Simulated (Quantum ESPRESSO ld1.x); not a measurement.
Values are calculated unless marked as measured or tabulated.
Species: neutral niobium. Configuration: [Kr] 4d4 5s1. Level of theory: scalar-relativistic Kohn-Sham, LDA (Slater exchange, Perdew-Zunger correlation), spin-polarised, spherical densities, point nucleus; open shells are filled with parallel spins first (ld1.x of Quantum ESPRESSO 7.5).

Unscreened Slater integrals over Kohn-Sham orbitals (eV). They are taken over the spin-up orbitals. Empty in this configuration: 5p.

integral,value
"F0(4d,4d)",11.462
"F2(4d,4d)",5.4522
"F4(4d,4d)",3.4679
"F0(4d,5s)",8.0653
"G2(4d,5s)",2.1439
"F0(4d,4p)",13.976
"F2(4d,4p)",6.2591
"G1(4d,4p)",7.4983
"G3(4d,4p)",4.5008
"F0(4d,4s)",14.417
"G2(4d,4s)",5.0978
"F0(4d,5p)",6.2284
"F2(4d,5p)",1.9031
"G1(4d,5p)",1.2497
"G3(4d,5p)",0.88076
"F0(5s,5s)",6.8545
"F0(5s,4p)",8.7119
"G1(5s,4p)",0.55761
"F0(5s,4s)",8.8019
"G0(5s,4s)",0.34441
"F0(5s,5p)",5.6746
"G1(5s,5p)",3.3984
"F0(4p,4p)",18.766
"F2(4p,4p)",9.8102
"F0(4p,4s)",19.821
"G1(4p,4s)",13.353
"F0(4p,5p)",6.5198
"F2(4p,5p)",1.1060
"G0(4p,5p)",0.21162
"G2(4p,5p)",0.26296
"F0(4s,4s)",21.093
"F0(4s,5p)",6.5644
"G1(4s,5p)",0.30145
"F0(5p,5p)",4.9780
"F2(5p,5p)",2.5994

Derived for the open shells (J is the average intra-shell exchange parameter used in DFT+U). 4d: Racah B = F2/49 - 5 F4/441 = 0.07195 eV, C = 35 F4/441 = 0.2752 eV, C/B = 3.83, F4/F2 = 0.636, J = (F2 + F4)/14 = 0.6371 eV.
